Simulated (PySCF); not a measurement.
## Electron correlation in Re⁻ (rhenium, charge -1)

[Xe] 4f14 5d6 6s2, high-spin 5D determinant. Computed with PySCF 2.14 in def2-QZVPPD with the def2 core potential (60 electrons), with scalar relativity through the core potential. Frozen: 5s2 5p6; 8 electrons correlated.

```csv
level,correlation energy (mhartree)
CCSD,-190.57
(T),-13.00
CCSD(T),-203.57
```

Diagnostics: T1 = 0.046, D1 = 0.1740, largest double amplitude 0.067.

Spin-orbit coupling, absent here, splits the open shell strongly. T1 exceeds 0.03, a sign that the reference determinant is poor.

Cost of the coupled-cluster step: about 60 core-seconds, for 8 correlated electrons.

Iterations:

```
CC2 = 0
CCSD nocc = (np.int64(6), np.int64(2)), nmo = (87, 87)
frozen orbitals [[0, 1, 2, 3], [0, 1, 2, 3]]
max_cycle = 100
direct = 0
conv_tol = 1e-08
conv_tol_normt = 1e-06
diis_space = 8
diis_start_cycle = 0
Init t2, MP2 energy = -0.18263022594843
Init E_corr(UCCSD) = -0.182630225961685
cycle = 1  E_corr(UCCSD) = -0.181248740080441  dE = 0.00138148588  norm(t1,t2) = 0.106311
cycle = 2  E_corr(UCCSD) = -0.186620621184885  dE = -0.0053718811  norm(t1,t2) = 0.044648
cycle = 3  E_corr(UCCSD) = -0.189841014321531  dE = -0.00322039314  norm(t1,t2) = 0.0282657
cycle = 4  E_corr(UCCSD) = -0.190538453324898  dE = -0.000697439003  norm(t1,t2) = 0.00498331
cycle = 5  E_corr(UCCSD) = -0.190519032395021  dE = 1.94209299e-05  norm(t1,t2) = 0.00276138
cycle = 6  E_corr(UCCSD) = -0.190545198289833  dE = -2.61658948e-05  norm(t1,t2) = 0.00121171
cycle = 7  E_corr(UCCSD) = -0.190573322473108  dE = -2.81241833e-05  norm(t1,t2) = 0.000740097
cycle = 8  E_corr(UCCSD) = -0.190561025383217  dE = 1.22970899e-05  norm(t1,t2) = 0.000259599
cycle = 9  E_corr(UCCSD) = -0.190566940726936  dE = -5.91534372e-06  norm(t1,t2) = 9.2209e-05
cycle = 10  E_corr(UCCSD) = -0.190566846914983  dE = 9.38119524e-08  norm(t1,t2) = 3.84583e-05
cycle = 11  E_corr(UCCSD) = -0.190567005340306  dE = -1.58425322e-07  norm(t1,t2) = 2.00913e-05
cycle = 12  E_corr(UCCSD) = -0.190566524171335  dE = 4.81168971e-07  norm(t1,t2) = 1.05752e-05
cycle = 13  E_corr(UCCSD) = -0.190566414929791  dE = 1.09241544e-07  norm(t1,t2) = 3.81869e-06
cycle = 14  E_corr(UCCSD) = -0.190566445134559  dE = -3.02047686e-08  norm(t1,t2) = 2.27526e-06
cycle = 15  E_corr(UCCSD) = -0.19056645751078  dE = -1.23762205e-08  norm(t1,t2) = 1.19676e-06
cycle = 16  E_corr(UCCSD) = -0.19056645873338  dE = -1.22260038e-09  norm(t1,t2) = 5.9985e-07
UCCSD converged
E(UCCSD) = -77.64756839897134  E_corr = -0.1905664587333802
UCCSD(T) correction = -0.0130030427150637
```
